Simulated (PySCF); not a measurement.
Löwdin shares of the frontier orbitals

Compound: C6H9NO.
Cartesian coordinates in Å at the PBE0-D3(BJ)/def2-SVP level; atoms count from 1:
```
atom  x, y, z in Å
C1    -1.7921   -1.4347   -0.0203
N2    -1.1204   -0.2259    0.3684
C3    -1.8213    1.0137    0.1378
C4     0.2468   -0.2375    0.2565
C5     1.1470   -1.2220   -0.0754
C6     2.4404   -0.6202    0.0711
C7     2.2320    0.6647    0.4563
O8     0.8925    0.9012    0.5698
H9    -1.3339   -2.2998    0.4823
H10   -2.8452   -1.3825    0.2912
H11   -1.7621   -1.6181   -1.1146
H12   -1.2833    1.8407    0.6170
H13   -1.9350    1.2519   -0.9397
H14   -2.8247    0.9516    0.5845
H15    0.9213   -2.2363   -0.3906
H16    3.4054   -1.0920   -0.1035
H17    2.8828    1.5064    0.6718
```

Method used: TDDFT CAM-B3LYP/def2-SVPD, vertical, gas phase, core orbitals frozen in the response in PySCF.

Kohn–Sham orbitals with the atoms that hold most of them (Löwdin shares over 4%, at most four atoms; ? is withheld):

```
orbital  ε (eV)                            atoms
 LUMO+2    1.96  C7 21%, O8 13%, C6 12%, H17 12%
 LUMO+1    1.84   C7 17%, C6 16%, O8 14%, C4 10%
   LUMO    1.26   C1 18%, C3 16%, H11 7%, H14 7%
   HOMO   -6.52                                ?
 HOMO-1   -9.13                                ?
 HOMO-2   -9.55    N2 27%, C4 16%, O8 14%, C5 9%
 HOMO-3  -11.81    O8 33%, C3 14%, C1 7%, H12 7%
```

(1) Give the leading atoms of the HOMO-1.

(2) Which atoms hold the HOMO, and with what shares?

(3) The HOMO–LUMO gap is 7.78 eV. Where does the response calculation put the lowest singlet, and from which orbitals?

(4) Give energy, strength and leading configuration of S1 and S2, and follow the Löwdin shares of the leading atoms from the occupied to the empty orbital.

Answers

(1) C6 (bonded to 2 C and H) 32%; C5 (bonded to 2 C and H) 19%; O8 (bonded to 2 C) 17%; C7 (bonded to C, O and H) 14%. By element: carbon 65% or more, oxygen 17%.

(2) N2 (bonded to 3 C) 24%; C7 (bonded to C, O and H) 19%; C5 (bonded to 2 C and H) 18%; C4 (bonded to C, N and O) 12%. By element: carbon 49% or more, nitrogen 24%.

(3) S1 is at 5.09 eV (f = 0.074), 2.69 eV below the gap, made of HOMO→LUMO (87%). Without the coupling terms of the response equations the lowest excitation would equal the gap.

(4) 
- S1 (5.09 eV, f 0.074), HOMO→LUMO (87%): N2 24% → at most 7%, C7 19% → at most 7%, C1 at most 12% → 18%, C3 at most 12% → 16%
- S2 (5.51 eV, f 0.203), HOMO→LUMO+1 (89%): N2 24% → at most 11%, C7 19% → 17%, C6 at most 12% → 16%
